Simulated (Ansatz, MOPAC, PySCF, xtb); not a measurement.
Noncovalent pair: CH3F (SMILES CF) (first 5 atoms) with CH6Si (SMILES C[SiH3]); geometry from B3LYP-D3(BJ)/def2-TZVP, rigid monomers moved along the line of their centres of mass till F2···Si7 is 2.99 Å.
(charge 0, multiplicity 1):
```tsv
atom	x (Å)	y (Å)	z (Å)
C	-0.6817	0.4925	-0.3017
F	0.3161	-0.2714	0.2995
H	-0.4888	0.5315	-1.3741
H	-1.6455	0.0230	-0.1049
H	-0.6574	1.4946	0.1264
C	1.0384	-0.9499	3.1989
Si	-0.3649	0.2897	3.1604
H	1.9033	-0.5412	3.7246
H	1.3411	-1.2062	2.1835
H	0.7342	-1.8650	3.7103
H	-0.7857	0.6455	4.5397
H	-1.5491	-0.2599	2.4557
H	0.0409	1.5416	2.4759
```

Interaction energies are E(AB) − E(A) − E(B) at the monomers' geometry in the complex; basis-set methods are counterpoise corrected. Rows marked so take none.

Rows in 6-31G* carry no dispersion term and start afresh at each structure (6-31G* with six Cartesian d functions). MP2/6-31G* freezes PySCF's default core. The state that PM6, PM7 reach isn't checked; PM7 holds dispersion and hydrogen-bond terms.

Codes used: Ansatz (an electronic-structure program); MOPAC for PM6, PM7 (differences of heats of formation); PySCF for 6-31G* rows, the dispersion terms; xtb for the GFN methods. Values without a source in brackets are computed.

| level | interaction energy (kcal/mol) |
|---|---|
| GFN-FF | -0.29 |
| PM6 | 2.74 |
| PM7 | 3.05 |
| GFN2-xTB | -0.04 |
| HF/aug-cc-pV(D+d)Z | 2.29 |
| PBE-D3(BJ)/def2-TZVPPD | -1.06 |
| B3LYP/def2-TZVPPD | 1.38 |
| M06-2X/6-31G* (no counterpoise) | (withheld) |
| MP2/6-31G* (no counterpoise) | (withheld) |

Problem. What belongs in the gaps?

Solution. 
- M06-2X/6-31G* (no counterpoise), interaction energy (kcal/mol): -4.09
- MP2/6-31G* (no counterpoise), interaction energy (kcal/mol): -2.14
